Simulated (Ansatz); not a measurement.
Two members of one family (Cage-BeO), computed with Ansatz in the gas phase. Binding counts from free atoms in the multiplicity of their measured ground term, without zero-point energy. The structures are stationary points that may keep the symmetry of their start.

First: (BeO)9 cage of four- and six-membered rings, n = 9, cage 1 (singlet, charge 0, PBE-D4/def2-SVP geometry).

```tsv
atom	x (Å)	y (Å)	z (Å)
Be1	0.6659	-0.3773	2.0310
O2	0.5307	-1.7269	1.1953
Be3	1.7238	-0.9866	0.3405
O4	2.0293	0.1922	1.3823
Be5	1.0441	1.3986	1.0064
O6	-0.2290	0.9387	1.9399
Be7	-1.5268	0.6246	1.1561
O8	-2.0835	-0.8683	0.9847
Be9	-0.8471	-1.7606	0.4903
O10	-1.0456	-1.5294	-1.1244
Be11	-2.0517	-0.4265	-0.5667
O12	-1.8058	1.1373	-0.3805
Be13	0.1436	-0.8303	-1.8288
O14	1.6543	-0.7427	-1.1880
O15	0.8943	1.9238	-0.4432
Be16	-0.5358	1.5540	-1.1632
O17	0.0538	0.6764	-2.3670
Be18	1.3856	0.8031	-1.4647
```

```csv
level,HOMO (eV),LUMO (eV),gap (eV),binding per atom (eV)
PBE-D4/def2-SVP,-7.27,-1.87,5.41,5.54
PBE-D4/def2-TZVP,-6.90,-1.84,5.06,5.50
r2SCAN-D4/def2-TZVP,-7.18,-1.31,5.87,5.47
B3LYP-D4/6-31G,-8.43,-1.15,7.28,5.22
PBE0-D4/def2-TZVP,-8.45,-1.06,7.39,5.34
```

Second: (BeO)10 cage of four- and six-membered rings, n = 10, cage 1 (singlet, charge 0, PBE-D4/def2-SVP geometry).

```xyz
20

Be    1.6149    2.7490   -1.1578
O     1.7085    1.4257   -2.0626
Be    2.1162    0.8150   -0.6044
O     2.0809    2.1915    0.2735
Be    0.4635    2.2474    0.4923
O     0.0287    2.8826   -0.9487
Be    0.0973    1.4937   -1.8066
O    -0.7140    0.2442   -1.3962
Be    0.2728   -0.9798   -1.0111
O     1.5034   -0.5024   -0.0754
Be    0.6351   -0.2342    1.2631
O    -0.3119    1.0709    1.1290
Be   -1.3632    0.4391    0.0737
O    -2.2825   -0.7020    0.5940
Be   -1.9063   -2.1297   -0.0914
O    -0.3958   -2.3382   -0.6572
O     0.0232   -1.4785    1.9667
Be   -1.5987   -1.4970    1.8386
O    -1.7608   -2.9980    1.2626
Be   -0.2113   -2.6995    0.9179
```

Q: What does the change do? Estimate second minus first.

A: 
```json
{"level": "PBE-D4/def2-SVP", "Δ HOMO (eV)": "0.12", "Δ LUMO (eV)": "-0.39", "Δ gap (eV)": "-0.51", "Δ binding per atom (eV)": "-0.10"}
{"level": "PBE-D4/def2-TZVP", "Δ HOMO (eV)": "0.12", "Δ LUMO (eV)": "-0.34", "Δ gap (eV)": "-0.47", "Δ binding per atom (eV)": "-0.09"}
{"level": "r2SCAN-D4/def2-TZVP", "Δ HOMO (eV)": "0.11", "Δ LUMO (eV)": "-0.35", "Δ gap (eV)": "-0.46", "Δ binding per atom (eV)": "-0.10"}
{"level": "B3LYP-D4/6-31G", "Δ HOMO (eV)": "0.10", "Δ LUMO (eV)": "-0.43", "Δ gap (eV)": "-0.53", "Δ binding per atom (eV)": "-0.11"}
{"level": "PBE0-D4/def2-TZVP", "Δ HOMO (eV)": "0.10", "Δ LUMO (eV)": "-0.31", "Δ gap (eV)": "-0.41", "Δ binding per atom (eV)": "-0.10"}
```
